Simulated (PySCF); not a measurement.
Isomers C$_{5}$H$_{7}$NO$_{2}$:

A. SMILES N=C1CC(C(=O)O)C1
B. SMILES O=CNC1=COCC1
C. `InChI=1S/C5H7NO2/c1-8-5-2-4(5)6-3-7/h3H,2H2,1H3,(H,6,7)`
D. SMILES C=C(/C=N/C)C(=O)O
E. `CO[C@@]1(C#N)CCO1`

Spectrum 1. 13C{1H} NMR (computed): δ 119.4 (C), 99.2 (C), 66.2 (CH2), 53.2 (CH3), 38.3 (CH2).

Spectrum 2. 13C{1H} NMR (computed): δ 157.1 (CH), 135.7 (CH), 123.6 (C), 72.0 (CH2), 35.8 (CH2).

Spectrum 3. 13C{1H} NMR (computed): δ 181.3 (C), 178.6 (C), 46.0 (CH2), 43.2 (CH2), 28.2 (CH).

Spectrum 4. 13C{1H} NMR (computed): δ 156.4 (CH), 116.6 (C), 75.3 (C), 60.0 (CH3), 18.3 (CH2).

Spectrum 5. 13C{1H} NMR (computed): δ 170.7 (C), 160.9 (CH), 140.5 (CH2), 138.9 (C), 51.9 (CH3).

One computed conformer, no relativistic terms, isolated molecule, equivalent nuclei averaged. Coordinates at the GFN2-xTB level; GIAO PBE0/pcSseg-1 shieldings; spin–spin couplings from B3LYP/pcJ-1 (spin–dipole term left out of most H,H and C,H couplings); PySCF.

Shifts are taken against calculated references (same method and geometry level): 13C (σ = 186.93 ppm) against TMS. Acid and N–H amide carbonyl carbons lie up to 10 ppm further downfield in solution (hydrogen bonding). Shifts are as computed. Against solution values, carbons near 30 ppm lie about +3 ppm off and those near 130 ppm about +5 ppm. Of 1211 compounds with measured shifts, 218 miss one by over three times the rms of a fit or turn the order of signals round; such compounds aren't used in these exercises.

Match each spectrum to its structure.

Results:

1–E, 2–B, 3–A, 4–C, 5–D.

- Spectrum 1 (E): 5 13C signals; δC 119.4 is a nitrile carbon; δC 99.2 is an sp3 carbon bearing two oxygens.
- Spectrum 2 (B): 5 13C signals; δC 157.1 is an amide carbonyl carbon; δC 135.7 is an alkene carbon bearing oxygen.
- Spectrum 3 (A): 5 13C signals; δC 181.3 is a carboxylic acid carbon; δC 46.0 is an sp3 CH2 in a ring.
- Spectrum 4 (C): 5 13C signals; δC 156.4 is an amide carbonyl carbon; δC 116.6 is an alkene carbon bearing oxygen.
- Spectrum 5 (D): 5 13C signals; δC 170.7 is a carboxylic acid carbon; δC 140.5 is a β carbon of a C=C–C=O unit.
